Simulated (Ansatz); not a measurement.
`[SiH3][CH]1[GaH][Se]1` + `CN[SiH2]Cl` → `CN([SiH3])[SiH2]Cl` + `[CH2]1[GaH][Se]1` at 700 K and 1 bar (ligand exchange at the Si–C bond).

Isolated molecules relaxed with PBE0-D4/def2-TZVP in Ansatz; ΔE leaves out vibrations. CCSD(T)/CBS is the MP2 limit (def2-TZVPP, def2-QZVPP) plus CCSD(T) − MP2 in def2-TZVPP, frozen cores. For Ga, Se outer-core shells are correlated without core-valence functions, which leaves a few kJ/mol of doubt a bond. Scalar relativity is left out up to krypton. One conformer a species, not always the lowest.

```tsv
species	CCSD(T)/CBS energy (Eh)	H − E (kJ/mol)	S (J/(mol·K))
`[SiH3][CH]1[GaH][Se]1`	-4654.77600	202.6	468.7
`CN[SiH2]Cl`	-845.29269	263.1	434.4
`CN([SiH3])[SiH2]Cl`	-1135.59245	327.7	527.0
`[CH2]1[GaH][Se]1`	-4364.48890	136.7	373.2
```

H − E and S are ideal-gas, rigid-rotor, harmonic terms from PBE0-D4/def2-TZVP, for one conformer and one mirror image of each species. 1 Eh = 2625.50 kJ/mol, R = 8.31446 J/(mol·K).

Question: By hand: ΔE, ΔH, ΔS and ΔG.

Answer: ΔE = (-1135.59245) + (-4364.48890) − (-4654.77600) − (-845.29269) = -0.01266 Eh = -33.2 kJ/mol. Δ(H − E) = 327.7 + 136.7 − 202.6 − 263.1 = -1.3, so ΔH = -34.5 kJ/mol. ΔS = 527.0 + 373.2 − 468.7 − 434.4 = -2.9 J/(mol·K). ΔG = -34.5 − 700 × (-2.9)/1000 = -32.5 kJ/mol.

Question: By hand: the equilibrium constant, and the temperature at which ΔG would vanish if ΔH and ΔS stayed fixed.

Answer: log₁₀ K = −ΔG/(RT ln 10) = 2.4. ΔG = 0 at ΔH/ΔS = 11897 K, far beyond where these terms or the molecules hold.

The number of gas molecules stays the same, so ΔS is small and ΔH decides. A doubt of 5 kJ/mol in ΔE shifts log₁₀ K by 0.4 here. Other conformers and mirror images would add mixing entropy, several J/(mol·K) or more a flexible species. Modes under 60 cm⁻¹, often nearly free rotors, make the harmonic entropy too high. These are equilibria of isolated gas molecules and say nothing of rates. Largest T1 diagnostic: 0.014 (customary marks: 0.02 for closed shells, 0.045 for open ones).
